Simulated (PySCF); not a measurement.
An equivalent PySCF input for Bi³⁺ (bismuth, charge +3), [Xe] 4f14 5d10 6s2, closed-shell 1S, with a scalar-relativistic core potential:

```python
from pyscf import gto, scf, dft, mp, cc
import basis_set_exchange as bse
txt = bse.get_basis("aug-cc-pV5Z-PP", elements=["Bi"], fmt="nwchem", header=False)
cut = txt.index("\nECP")
mol = gto.M(atom="Bi 0 0 0", charge=3, spin=0, symmetry="D2h",
            basis=gto.basis.parse(txt[:cut]),
            ecp={"Bi": gto.basis.parse_ecp(txt[cut:])})
mf = dft.UKS(mol, xc="PBE0")
mf.irrep_nelec = {'Ag': (4, 4), 'B1g': (1, 1), 'B2g': (1, 1), 'B3g': (1, 1), 'B1u': (1, 1), 'B2u': (1, 1), 'B3u': (1, 1)}
mf.kernel()
```

It reaches the same state as the run whose output follows, with an energy that differs only through the grid. The run itself started from symmetry-adapted Hartree-Fock orbitals and held the occupation by maximum overlap, on a logarithmic radial grid, so the iterations belong to that start.

```
SCF conv_tol = 1e-09
number electrons alpha = 10  beta = 10
XC functionals = PBE0
    C. Adamo and V. Barone.,  J. Chem. Phys. 110, 6158 (1999)
    M. Ernzerhof and G. E. Scuseria.,  J. Chem. Phys. 110, 5029 (1999)
cycle= 1 E= -212.850013711224  delta_E= -0.00565  |g|= 0.00777  |ddm|= 0.512
cycle= 2 E= -212.850034943571  delta_E= -2.12e-05  |g|= 0.00194  |ddm|= 0.0423
cycle= 3 E= -212.850035636886  delta_E= -6.93e-07  |g|= 0.000857  |ddm|= 0.00544
cycle= 4 E= -212.850035775693  delta_E= -1.39e-07  |g|= 3.22e-06  |ddm|= 0.00239
cycle= 5 E= -212.850035775696  delta_E= -3.13e-12  |g|= 9.4e-08  |ddm|= 1.55e-05
converged SCF energy = -212.850035775696  <S^2> = 7.1054274e-15  2S+1 = 1
```

Energies and moments cover only the electrons outside the core potential. Spin-orbit coupling, which splits the p, d and f shells strongly at this Z, is absent.
